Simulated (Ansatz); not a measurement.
One change: `N[SiH2][AlH][SiH2]S` becomes `[NH2][AlH][SiH2]S`.

Ansatz, PBE0-D4/def2-TZVP geometries, multiplicity 1. Each molecule was computed in one conformer, which needn't be the lowest.

```
                                                                                  property  `N[SiH2][AlH][SiH2]S`
ideal-gas entropy at 298 K and 1 bar (rigid rotor, harmonic PBE0-D4/def2-TZVP) / J/(mol·K)                    422
                                                     HOMO energy (ωB97M-V/def2-TZVPP) / eV                  -8.75
                                                       HOMO energy (B3LYP/def2-TZVPP) / eV                  -6.60
                                                     LUMO energy (ωB97M-V/def2-TZVPP) / eV                   0.79
                                            zero-point energy (PBE0-D4/def2-TZVP) / kJ/mol                  202.5
                                        size of the dipole moment (ωB97M-V/def2-TZVPP) / D                   1.21
```

(1) What does the change do to each property? (Estimate.)

## Answers

(1) The calculation gave: 
| property | `[NH2][AlH][SiH2]S` | shift |
| --- | --- | --- |
| ideal-gas entropy at 298 K and 1 bar (rigid rotor, harmonic PBE0-D4/def2-TZVP) / J/(mol·K) | 377 | -45 |
| HOMO energy (ωB97M-V/def2-TZVPP) / eV | -8.97 | -0.22 |
| HOMO energy (B3LYP/def2-TZVPP) / eV | -6.70 | -0.10 |
| LUMO energy (ωB97M-V/def2-TZVPP) / eV | 0.39 | -0.40 |
| zero-point energy (PBE0-D4/def2-TZVP) / kJ/mol | 156.3 | -46.2 |
| size of the dipole moment (ωB97M-V/def2-TZVPP) / D | 2.40 | 1.19 |

With PBE0 the HOMO falls by 0.13 eV and the LUMO falls by 0.45 eV, so the gap narrows by about 0.32 eV. PBE moves the HOMO by -0.09 eV and ωB97M-V by -0.22 eV. The zero-point energy changes by -46.2 kJ/mol with -9 modes. Dipoles are sizes alone; their direction can turn. Modes under 60 cm⁻¹, often nearly free rotors, make the harmonic entropy too high.

B3LYP here is the variant with VWN-RPA as its local correlation; programs differ in this.
